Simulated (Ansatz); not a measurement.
C2H6AlNSe, SMILES `C=[N][Al]([CH3])[SeH]` at its PBE0-D4/def2-TZVP geometry, where that method's forces vanish. Total charge 0; spin multiplicity 1.

```xyz
11

C     1.9149   -1.0294    1.0764
N     0.9535   -0.4013    0.6020
Al   -0.3995    0.4811   -0.0650
C    -1.5031   -0.2548   -1.4815
Se   -0.8265    2.5897    0.8208
H     2.9354   -0.9494    0.6685
H     1.8128   -1.7091    1.9377
H    -1.4820    0.3846   -2.3686
H    -1.1628   -1.2508   -1.7740
H    -2.5475   -0.3324   -1.1662
H     0.3048    2.4719    1.7497
```

What forces (eV/Å) does B3LYP-D4/def2-TZVPP give on these atoms in the Gaussian-basis code of Ansatz? (An estimate is asked.)

Computed: 
```
C1   0.150 -0.097  0.074
N2  -0.092  0.049 -0.052
Al3  0.012 -0.048 -0.018
C4  -0.042 -0.031 -0.058
Se5 -0.048  0.087  0.010
H6  -0.046 -0.016  0.035
H7   0.024  0.031 -0.044
H8  -0.008 -0.039  0.034
H9  -0.029  0.045  0.001
H10  0.044 -0.003 -0.026
H11  0.035  0.021  0.043
```

B3LYP here is the variant with VWN-RPA as its local correlation; programs differ in this.
